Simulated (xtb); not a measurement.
A run for xtb: GFN2-xTB on CH7AsSi (SMILES C[SiH2][AsH2]), a point of a torsion scan.

```
$ xtb mol.xyz --gfn 2 --opt vtight --chrg 0 --uhf 0 --input xcontrol
10

C     -1.26049332     0.65551594     0.14728559
Si    -0.19922445    -0.85211077    -0.05679044
As     2.04424221    -0.32649187    -0.18494991
H     -2.04282592     0.66005377    -0.63144165
H     -0.65372347     1.57461818     0.02613053
H     -1.77372004     0.70782678     1.11953156
H     -0.55605764    -1.56239963    -1.30608705
H     -0.42249163    -1.76029574     1.05702843
H      2.69408038    -0.78454057    -1.52187310
H      2.77094071    -0.94599189     1.06501663
$constrain
  force constant=1.0
  dihedral: 1,2,3,9,240.0
$end
```

Output:

```
[...]
           -------------------------------------------------
          |                Calculation Setup                |
           -------------------------------------------------



           -------------------------------------------------
          |                 G F N 2 - x T B                 |
           -------------------------------------------------

        Reference                      10.1021/acs.jctc.8b01176
      * Hamiltonian:
        H0-scaling (s, p, d)           1.850000    2.230000    2.230000
        zeta-weighting                 0.500000
      * Dispersion:
        s8                             2.700000
        a1                             0.520000
        a2                             5.000000
        s9                             5.000000
      * Repulsion:
        kExp                           1.500000    1.000000
        rExp                           1.000000
      * Coulomb:
        alpha                          2.000000
        third order                    shell-resolved
        anisotropic                    true
        a3                             3.000000
        a5                             4.000000
        cn-shift                       1.200000
        cn-exp                         4.000000
        max-rad                        5.000000


          ...................................................
          :                      SETUP                      :
          :.................................................:
          :  # basis functions                  31          :
          :  # atomic orbitals                  29          :
          :  # shells                           15          :
          :  # electrons                        20          :
          :  max. iterations                   250          :
          :  Hamiltonian                  GFN2-xTB          :
          :  restarted?                      false          :
          :  GBSA solvation                  false          :
          :  PC potential                    false          :
          :  electronic temp.          300.0000000     K    :
          :  accuracy                    1.0000000          :
          :  -> integral cutoff          0.2500000E+02      :
          :  -> integral neglect         0.1000000E-07      :
          :  -> SCF convergence          0.1000000E-05 Eh   :
          :  -> wf. convergence          0.1000000E-03 e    :
          :  Broyden damping             0.4000000          :
          :  net charge                          0          :
          :  unpaired electrons                  0          :
          ...................................................

 iter      E             dE          RMSdq      gap      omega  full diag
   1     -9.7120213 -0.971202E+01  0.884E+00    4.62       0.0  T
   2     -9.8187805 -0.106759E+00  0.565E+00    3.24       1.0  T
   3     -9.8527485 -0.339680E-01  0.225E+00    3.98       1.0  T
   4     -9.8523930  0.355465E-03  0.111E+00    3.96       1.0  T
   5     -9.8534486 -0.105555E-02  0.559E-01    4.08       1.0  T
   6     -9.8537042 -0.255681E-03  0.178E-01    4.06       1.0  T
   7     -9.8537261 -0.218439E-04  0.105E-01    4.05       1.0  T
   8     -9.8537279 -0.177888E-05  0.414E-02    4.05       1.0  T
   9     -9.8537290 -0.108879E-05  0.168E-02    4.05       1.9  T
  10     -9.8537294 -0.455811E-06  0.848E-03    4.05       3.7  T
  11     -9.8537294 -0.204789E-07  0.219E-03    4.05      14.5  T
  12     -9.8537294  0.448260E-08  0.211E-03    4.05      15.0  T
  13     -9.8537294 -0.544806E-08  0.401E-04    4.05      78.9  T
  14     -9.8537294 -0.262624E-09  0.537E-05    4.05     589.3  T

   *** convergence criteria satisfied after 14 iterations ***

         #    Occupation            Energy/Eh            Energy/eV
      -------------------------------------------------------------
         1        2.0000           -0.7203854             -19.6027
       ...           ...                  ...                  ...
         4        2.0000           -0.4738282             -12.8935
         5        2.0000           -0.4731423             -12.8749
         6        2.0000           -0.4463203             -12.1450
         7        2.0000           -0.4251573             -11.5691
         8        2.0000           -0.4185085             -11.3882
         9        2.0000           -0.4014613             -10.9243
        10        2.0000           -0.3433572              -9.3432 (HOMO)
        11                         -0.1943497              -5.2885 (LUMO)
        12                         -0.1883914              -5.1264
        13                         -0.1611446              -4.3850
        14                         -0.1297753              -3.5314
        15                         -0.1107170              -3.0128
       ...                                ...                  ...
        29                          1.1551605              31.4335
      -------------------
[...]
adient             ...        0 min,  0.002 sec ( 42.519%)
 printout                       ...        0 min,  0.000 sec (  2.251%)

         :::::::::::::::::::::::::::::::::::::::::::::::::::::
         ::                     SUMMARY                     ::
         :::::::::::::::::::::::::::::::::::::::::::::::::::::
         :: total energy              -9.794520774816 Eh    ::
         :: gradient norm              0.000017098885 Eh/a0 ::
         :: HOMO-LUMO gap              4.617904140022 eV    ::
         ::.................................................::
         :: SCC energy                -9.890548854495 Eh    ::
         :: -> isotropic ES            0.013098026934 Eh    ::
         :: -> anisotropic ES          0.001922868533 Eh    ::
         :: -> anisotropic XC          0.003818265782 Eh    ::
         :: -> dispersion             -0.005793441290 Eh    ::
         :: repulsion energy           0.096027664459 Eh    ::
         :: add. restraining           0.000000415220 Eh    ::
         :: total charge               0.000000000000 e     ::
         :::::::::::::::::::::::::::::::::::::::::::::::::::::

           -------------------------------------------------
          |                Property Printout                |
           -------------------------------------------------

    * Orbital Energies and Occupations

         #    Occupation            Energy/Eh            Energy/eV
      -------------------------------------------------------------
         1        2.0000           -0.7179124             -19.5354
         2        2.0000           -0.5846519             -15.9092
         3        2.0000           -0.5591191             -15.2144
         4        2.0000           -0.4690341             -12.7631
         5        2.0000           -0.4683702             -12.7450
         6        2.0000           -0.4396091             -11.9624
         7        2.0000           -0.4246872             -11.5563
         8        2.0000           -0.4208581             -11.4521
         9        2.0000           -0.4030417             -10.9673
        10        2.0000           -0.3665505              -9.9743 (HOMO)
        11                         -0.1968456              -5.3564 (LUMO)
        12                         -0.1815955              -4.9415
        13                         -0.1652267              -4.4960
        14                         -0.1329786              -3.6185
        15                         -0.1008688              -2.7448
        16                         -0.0623371              -1.6963
        17                         -0.0556148              -1.5134
        18                          0.0071964               0.1958
        19                          0.0913625               2.4861
        20                          0.0974446               2.6516
        21                          0.2093484               5.6967
       ...                                ...                  ...
        29                          1.1445763              31.1455
      -------------------------------------------------------------
                  HL-Gap            0.1697049 Eh            4.6179 eV
             Fermi-level           -0.2816980 Eh           -7.6654 eV

     #   Z          covCN         q      C6AA      α(0)
     1   6 C        3.649    -0.202    24.871     7.164
     2  14 Si       3.629     0.431    99.454    19.132
     3  33 As       2.867    -0.003   214.352    26.832
     4   1 H        0.925     0.019     2.744     2.591
     5   1 H        0.925     0.024     2.675     2.558
     6   1 H        0.925     0.025     2.659     2.550
     7   1 H        0.916    -0.092     5.302     3.602
     8   1 H        0.915    -0.099     5.531     3.679
     9   1 H        0.972    -0.050     4.069     3.152
    10   1 H        0.972    -0.053     4.157     3.186

 Mol. C6AA /au·bohr⁶  :       1849.754405
 Mol. C8AA /au·bohr⁸  :      81662.109874
 Mol. α(0) /au        :         74.446225


Wiberg/Mayer (AO) data.
largest (>0.10) Wiberg bond orders for each atom

 ---------------------------------------------------------------------------
     #   Z sym  total        # sym  WBO       # sym  WBO       # sym  WBO
 ---------------------------------------------------------------------------
     1   6 C    3.973 --     4 H    0.996     5 H    0.985     6 H    0.985
                             2 Si   0.900
     2  14 Si   3.629 --     3 As   0.960     1 C    0.900     8 H    0.867
                             7 H    0.866
     3  33 As   3.113 --    10 H    0.983     9 H    0.981     2 Si   0.960
     4   1 H    1.000 --     1 C    0.996
     5   1 H    0.999 --     1 C    0.985
     6   1 H    0.999 --     1 C    0.985
     7   1 H    0.991 --     2 Si   0.866
     8   1 H    0.990 --     2 Si   0.867
     9   1 H    0.998 --     3 As   0.981
    10   1 H    0.997 --     3 As   0.983
 ---------------------------------------------------------------------------

Topologies differ in total number of bonds
Writing topology from bond orders to xtbtopo.mol

molecular dipole:
                 x           y           z       tot (Debye)
 q only:       -0.133      -0.014       0.021
   full:       -0.239      -0.032      -0.056       0.628
molecular quadrupole (traceless):
                xx          xy          yy          xz          yz          zz
 q only:       -1.841       1.310       0.869       0.334       0.135       0.971
  q+dip:       -3.083      -0.984       1.025      -0.390       0.041       2.058
   full:       -2.742      -2.041       0.526      -0.635      -0.435       2.216

           -------------------------------------------------
          |                Geometry Summary                 |
           -------------------------------------------------

      molecular mass/u    :      122.0734144
   center of mass at/Å    :        1.1515429      -0.1949285       0.0673142
  moments of inertia/u·Å² :        0.3941944E+02   0.2184304E+03   0.2446833E+03
rotational constants/cm⁻¹ :        0.4276477E+00   0.7717622E-01   0.6889573E-01

 * 9 selected distances

     #   Z          #   Z                                           value/Å
     1   6 C        2  14 Si                                      1.9030464
     2  14 Si       3  33 As                                      2.3385709 (max)
     1   6 C        4   1 H                                       1.0849739 (min)
     1   6 C        5   1 H                                       1.0877985
     1   6 C        6   1 H                                       1.0878019
     2  14 Si       7   1 H                                       1.4728589
     2  14 Si       8   1 H                                       1.4734714
     3  33 As       9   1 H                                       1.5002590
Note: The following floating-point exceptions are signalling: IEEE_UNDERFLOW_FLAG IEEE_DENORMAL
normal termination of xtb
     3  33 As      10   1 H                                       1.5000270

 * 5 distinct bonds (by element types)

   Z      Z             #   av. dist./Å        max./Å        min./Å
   1 H    6 C           3     1.0868581     1.0878019     1.0849739
   1 H   14 Si          2     1.4731652     1.4734714     1.4728589
   6 C   14 Si          1     1.9030464     1.9030464     1.9030464
   1 H   33 As          2     1.5001430     1.5002590     1.5000270
  14 Si  33 As          1     2.3385709     2.3385709     2.3385709


optimized geometry written to: xtbopt.xyz


           -------------------------------------------------
          | TOTAL ENERGY               -9.794520774816 Eh   |
          | GRADIENT NORM               0.000017098885 Eh/α |
          | HOMO-LUMO GAP               4.617904140022 eV   |
           -------------------------------------------------

------------------------------------------------------------------------
------------------------------------------------------------------------
 total:
 SCF:
 ANC optimizer:
```

The run finished.

Warnings raised: the energy holds the restraint's term.

Cost: very roughly 0.20 core-seconds.
